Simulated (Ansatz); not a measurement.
The cluster ReO₂⁻ was relaxed with PBE-D4 (def2-TZVPD) in Ansatz in these states: charge -1 quintet, charge -1 triplet. The geometries follow in no particular order.

In the def2 sets Re takes a core potential; there is no spin–orbit coupling.

A:

```xyz
3

Re    0.0352    0.2118   -0.4237
O     0.5101    1.2167    0.9169
O    -0.5453   -1.4285   -0.4932
```

B:

```xyz
3

Re    0.453    0.428   -0.015
O     0.449   -0.969   -1.132
O    -0.901    0.542    1.147
```

**Question.** Judge from the bond lengths which geometry belongs to which state (an estimate).

**Answer.** A is the charge -1 triplet (Re1–O2 1.741 Å, Re1–O3 1.741 Å); B is the charge -1 quintet (Re1–O2 1.788 Å, Re1–O3 1.788 Å).

At PBE-D4/def2-TZVPD the highest occupied level of the charge -1 triplet lies above zero (up to 0.50 eV). It is a level of β spin, whose loss leaves a quartet; that state wasn't run at this geometry and level. The electron is either unbound and held by the finite basis, or the level is raised by self-interaction error. At PBE-D4/def2-TZVPD the highest occupied level of the charge -1 quintet lies above zero (up to 2.01 eV). It is a level of α spin, whose loss leaves a quartet; that state wasn't run at this geometry and level. The electron is either unbound and held by the finite basis, or the level is raised by self-interaction error. At PBE0-D4/def2-TZVPD a triplet lies 1.25 eV below the charge -1 quintet. These are the stationary points nearest to one start from a short search; other shapes may lie lower in each state.
